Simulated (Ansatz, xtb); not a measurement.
**CH4BrSn: where a starting geometry ends**

The starting geometry of this gas-phase doublet has its atoms placed at random.

| atom | x (Å) | y (Å) | z (Å) |
| --- | --- | --- | --- |
| C | 1.5603 | 0.2641 | -1.4200 |
| Br | -1.5402 | -0.4030 | 1.1746 |
| Sn | -0.2200 | 0.8602 | -1.0271 |
| H | -0.0184 | -0.7790 | -1.2952 |
| H | -0.8421 | -1.9937 | 0.5104 |
| H | 0.4757 | 1.7238 | 1.1722 |
| H | -2.1127 | 0.4816 | -0.8222 |

Question: One run relaxed it with r2SCAN-D4/def2-SVP. What is a likely outcome?

Answer: It loosens into CH3Sn + BrH, which stay close as a complex. Distances that change by over a tenth: Br2–H5 (1.86 → 1.42 Å), Sn3–H7 (1.94 → 1.72 Å). Contacts that open: Br2–Sn3 (2.86 → 3.74 Å), Sn3–H4 (1.67 → 2.97 Å). Contacts that close: C1–H4 (1.90 → 1.10 Å), Sn3–H6 (2.46 → 1.72 Å).

The energy falls by 7.21 eV over 28 steps:

```csv
step,E − E(last) (eV)
1,7.214
4,1.906
7,0.646
10,0.175
13,0.027
16,0.012
19,0.006
22,0.002
25,0.000
28,0.000
```

Final geometry (Å):

| atom | x (Å) | y (Å) | z (Å) |
| --- | --- | --- | --- |
| C | 1.0781 | 0.4168 | -2.0491 |
| Br | -2.1462 | -1.1264 | 2.1434 |
| Sn | -0.2711 | 0.6592 | -0.5612 |
| H | 1.7196 | -0.3313 | -2.5320 |
| H | -1.5005 | -2.3068 | 1.6772 |
| H | 0.2520 | 1.6925 | 0.7087 |
| H | -1.8293 | 1.1502 | -1.0943 |

From the same start GFN2-xTB ends elsewhere, differing in Br2–Sn3 (3.02 against 3.74 Å here).

From so rough a start the end depends on the optimiser's path, so another program may land elsewhere. No frequencies were run, so the end isn't proven a minimum. Open shells are spin-unrestricted. Atoms past krypton carry core potentials, without spin–orbit terms. Run with Ansatz 0.2.0, 2.1 min on 2 threads of Intel(R) Xeon(R) Platinum 8488C (Sapphire Rapids), with other jobs on the host.
